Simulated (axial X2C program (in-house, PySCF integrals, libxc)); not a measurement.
## BeS⁺: from Re and ωe to a spectrum

A bond curve at the CCSD(T) level, 2c, was computed with an in-house all-electron X2C program for linear molecules (integrals from PySCF) (basis S dyall-av3z [9s8p3d2f], Be dyall-cv3z [8s8p3d1f] (cores contracted in-house)) for the state Ω = 3/2 (⟨Sz⟩ = 0.50, ⟨Lz⟩ = 1.00 at HF). Its fit gives Re = 1.8499 Å, ωe = 860.5 cm⁻¹, ωexe = 5.51 cm⁻¹ and αe = 6.198e-03 cm⁻¹; the masses are 31.9721 and 9.0122 u. Two-component means X2C with spin–orbit coupling and atomic mean-field Coulomb and Gaunt terms.

Correlated methods: 7 electrons correlated (number of frozen shells: S 2 s, 1 p; Be 1 s), 177 virtual spin orbitals or spinors in MP2, 88 natural virtuals in coupled cluster.

Find the reduced mass, Be and the force constant.

From the CCSD(T) values: μ = 7.0305 u. Be = 16.8576/(μ Re²) = 0.7007 cm⁻¹. k = 5.8918×10⁻⁷ μ ωe² = 3.07 mdyn/Å.

A Morse curve ties αe to the other constants (Pekeris). How well does that hold?

αe(Morse) = 6Be²/ωe × (√(ωexe/Be) − 1) = 6.176e-03 cm⁻¹; the CCSD(T) curve gives 6.198e-03 cm⁻¹, a ratio of 1.00.

Estimate the centrifugal constant by the Kratzer relation.

D = 4Be³/ωe² = 1.86e-06 cm⁻¹.

Where do the fundamental and the first overtone lie?

ν(1←0) = ωe − 2ωexe = 849.5 cm⁻¹; ν(2←0) = 2ωe − 6ωexe = 1687.9 cm⁻¹.

Estimate De from a Morse curve and compare with the computed well depth of 3.280 eV to S + Be+.

De(Morse) = ωe²/(4ωexe) = 4.165 eV against 3.280 eV computed, a ratio of 1.27. The extrapolation overshoots: the well softens faster than a Morse curve, or the lowest atomic limit lies below the one to which the curve heads.

Occupations by symmetry block were frozen at the best pattern of an incomplete PBE0 search. De is counted from the lowest determinant-based energies of the atoms at the same level, without counterpoise correction. Coupled cluster ran in a truncated set of natural virtual spinors; the MP2 energy of the rest was added. (T) has no such correction and the atoms are truncated less, which lowers De at CCSD(T) by a hundredth of an eV or more.
